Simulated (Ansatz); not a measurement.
Computed with Ansatz on PBE0-D4/def2-TZVP structures; ΔE is electronic, products minus reactants. CCSD(T)/CBS is the MP2 limit (def2-TZVPP, def2-QZVPP) plus CCSD(T) − MP2 in def2-TZVPP, frozen cores. This one scheme is used for every species. One conformer a species, not always the lowest.

Consider the silylene loss: `CBN([SiH3])[SiH3]` → `CBN[SiH3]` + `[SiH2]`.

| species | MP2/def2-SVP energy (Eh) |
| --- | --- |
| `CBN([SiH3])[SiH3]` | -701.09874 |
| `CBN[SiH3]` | -410.98169 |
| `[SiH2]` | -290.01205 |

(1) Work out ΔE.

Largest T1 diagnostic among the species: 0.014.

## Answers

(1) ΔE = (-410.98169) + (-290.01205) − (-701.09874) = 0.10500 Eh = +65.9 kcal/mol. CCSD(T)/CBS gives +65.6 kcal/mol.

From BLYP to BHLYP (50 % exact exchange), in def2-TZVPP and without D4, ΔE moves by +7.6 kcal/mol. The D4 term adds +4.4 kcal/mol with B3LYP and +2.4 kcal/mol with PBE0; it sums over pairs of atoms, weighted by their polarisabilities, and B3LYP, whose exchange is more repulsive, gets the larger term.

B3LYP here is the variant with VWN-RPA as its local correlation; programs differ in this.
